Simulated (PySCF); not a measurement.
HN, triplet, at a GFN2-xTB geometry.

Here is a job for PySCF.
```python
from pyscf import gto, scf, dft

mol = gto.M(
    atom='''
N    -0.00000000   -0.00000000   -0.12795737
H     0.00000000    0.00000000    0.89570158
''',
    basis='6-31g*',
    spin=2,
    verbose=5,
)

mf = dft.UKS(mol)
mf.xc = 'tpss'
mf.kernel()
```

Question: What does this run give for the dipole moment, <S^2>, Mulliken (on the basis functions themselves) charges in atom order, total energy?

Answer: 
```
Property                                                                       Result
------------------------------------------------------------------  -----------------
dipole moment                                                                  1.62 D
<S^2>                                                                           2.006
Mulliken (on the basis functions themselves) charges in atom order  N1 -0.31, H2 0.31
total energy                                                              -55.2282 Eh
```

These values belong to the state on which the SCF converged, which isn't shown to be the lowest.
